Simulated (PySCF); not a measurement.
A structure optimised at ωB97X-D3(BJ)/def2-TZVP, used in a PySCF frequency run:

```xyz
5

C      0.0000     0.0000    -1.1790
Si     0.0000     0.0000     0.4828
H      0.0000     0.0000    -2.2517
H      0.0000    -1.2403     1.2833
H      0.0000     1.2403     1.2833
```
Charge 0, spin multiplicity 2.

**Question.** Write its SMILES, formula and point group.

**Answer.** [CH]=[SiH2], CH3Si, C2v

**Question.** What are its rotational constants (standard atomic weights)?

**Answer.** 162.95, 15.957, 14.534 GHz
